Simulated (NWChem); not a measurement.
System: GaHOClF; SMILES [Cl][Ga]([F])[OH]

```xyz
5

Ga     0.0087    -0.2874     0.0000
F     -1.5110    -1.1426     0.0000
Cl    -0.0071     1.8253     0.0000
O      1.5103    -1.2092     0.0000
H      1.3680    -2.1630     0.0000
```
Atoms are numbered in this order, from 1.

Results from NWChem. Pople sets run with spherical d functions. Geometry: optimised at PBE0/def2-SVP.

**Question.** Predict the results for LC-wPBE (HJS exchange hole, range parameter 0.4 per bohr)/6-31G*. Quantities: highest occupied level (eV); orbital gap (eV); dipole (D).

**Answer.** 
```
Quantity                     Result
---------------------------  ------
highest occupied level (eV)  -12.37
orbital gap (eV)              12.96
dipole (D)                     1.68
```
